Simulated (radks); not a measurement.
Question: These are the eigenvalues of the occupied orbitals of an atom or ion with whole-number occupations (hartree). All-electron calculation, scalar-relativistic Kohn-Sham, SCAN, spin-polarised, spherical densities, finite nucleus; meta-GGA in the generalised Kohn-Sham scheme; Fermi nuclear charge, rms radius of each element as measured or else 0.836 A^(1/3) + 0.57 fm. Program: a radial shooting solver on a logarithmic mesh with Libxc functionals.

orbital  eigenvalue
1s down   -2903.392
1s up     -2903.392
2s up     -526.3522
2s down   -526.3481
2p up     -458.5886
2p down   -458.5855
3s up     -138.0514
3s down   -137.9859
3p up     -118.1930
3p down   -118.1227
3d up     -96.62464
3d down   -96.56591
4s up     -43.74964
4s down   -43.61935
4p up     -37.12080
4p down   -36.99474
4d up     -29.03845
4d down   -28.91227
4f up     -20.05897
4f down   -19.92425

Which element is it, and in what charge state? The configuration may be excited. Open shells, if any, are filled with parallel spins first.

Answer: Z = 78, platinum, charge +20: Pt20+ in [Kr] 4d10 4f12. The list shows which subshells hold electrons but not how many an open one holds; the 1s level, -2903.4 hartree, gives Z - s = 76.2 by -(Z - s)^2/2, which with screening and relativity narrows Z to a few neighbours, and the depths of the outer levels then fix element, charge and occupations together.
